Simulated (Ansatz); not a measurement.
Calculated with Ansatz (gas phase, PBE0-D4/def2-TZVP geometries, no zero-point term in ΔE). CCSD(T)/CBS is the MP2 limit (def2-TZVPP, def2-QZVPP) plus CCSD(T) − MP2 in def2-TZVPP, frozen cores. DFT in def2-TZVPP. B3LYP here is the variant with VWN-RPA as its local correlation; programs differ in this. HSE06 is defined as in plane-wave codes. For Ga outer-core shells are correlated without core-valence functions, which leaves a few kJ/mol of doubt a bond. Scalar relativity is left out up to krypton.

`[SiH3][O][GaH2]` + `N#C[SiH2]C#N` → `N#C[SiH2][GaH2]` + `N#CO[SiH3]`  (redistribution)

```tsv
level	ΔE (kcal/mol)	difference from CCSD(T)/CBS
PBE-D4	32.7	-10.0
revPBE-D4	33.3	-9.4
B3LYP-D4	38.3	-4.4
r2SCANh-D4	37.7	-5.0
HSE06-D4	34.1	-8.6
B2PLYP	41.6	-1.1
PBE-QIDH	39.2	-3.5
revPBE	32.8	-9.9
r2SCAN	37.6	-5.1
r2SCAN0	37.7	-5.0
BHLYP	40.3	-2.4
HF/def2-TZVPP	43.0	0.3
SCS-MP2/def2-TZVPP	45.8	3.1
CCSD(T)/def2-TZVPP	42.5	-0.2
HF/CBS(def2)	43.5	0.8
CCSD/CBS(def2)	42.8	0.1
CCSD(T)/CBS	42.7	0
```

Largest T1 diagnostic among the species: 0.014.

From BLYP to BHLYP (50 % exact exchange), in def2-TZVPP and without D4, ΔE moves by +3.0 kcal/mol. Leaving LDA and LC-ωPBE aside and taking each functional with its dispersion term where it has one, the values spread over 8.9 kcal/mol, from PBE-D4 to B2PLYP. LDA lies −2.0 kcal/mol from PBE without D4. At CCSD(T), def2-SVP lies −2.2 kcal/mol from the extrapolated value and def2-TZVPP −0.2 kcal/mol.
